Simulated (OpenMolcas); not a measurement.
Consider [Cu2(μ-F)2(NH3)4]2+, a planar model complex in vacuum (2 bridging F, bridge angle 88°, metal-metal distance 2.60 Å, Cu–F 1.87 Å; typed geometry, not optimised).

```xyz
20

Cu    -1.2983     0.0000     0.0000
Cu     1.2983     0.0000     0.0000
F      0.0000     1.3444     0.0000
F      0.0000    -1.3444     0.0000
N     -2.7337     1.4354     0.0000
H     -3.0156     1.7172     0.9389
H     -2.4406     2.2922    -0.4695
H     -3.5905     1.1423    -0.4694
N     -2.7337    -1.4354     0.0000
H     -3.0156    -1.7172     0.9389
H     -3.5905    -1.1423    -0.4695
H     -2.4406    -2.2922    -0.4694
N      2.7337     1.4354     0.0000
H      3.0156     1.7172     0.9389
H      3.5905     1.1423    -0.4695
H      2.4406     2.2922    -0.4694
N      2.7337    -1.4354     0.0000
H      3.0156    -1.7172     0.9389
H      2.4406    -2.2922    -0.4695
H      3.5905    -1.1423    -0.4694
```

Question: Give the energies of the total-spin states at CASSCF(2,2) on the singly occupied d orbitals (ANO-RCC-VDZP on Cu, F, N and ANO-RCC-VDZ on H, scalar-relativistic DKH2, RICD, no spin-orbit coupling, OpenMolcas), and the exchange constant.

Answer: Local spins 1/2 and 1/2.

```
total S  E (cm⁻¹)  natural occupations, lowest and highest
-------  --------  ---------------------------------------
1             0.0                             1.000, 1.000
0            17.4                             0.985, 1.015
```

J = 8.7 cm⁻¹ (ferromagnetic).

J is defined by H = −2J S1·S2, so negative values are antiferromagnetic. Wave-function values come from the highest and lowest total spin; broken-symmetry values use Yamaguchi's formula with the computed ⟨S²⟩. The active space holds the singly occupied metal orbitals alone, without bridging-ligand orbitals. No row is a measured value.
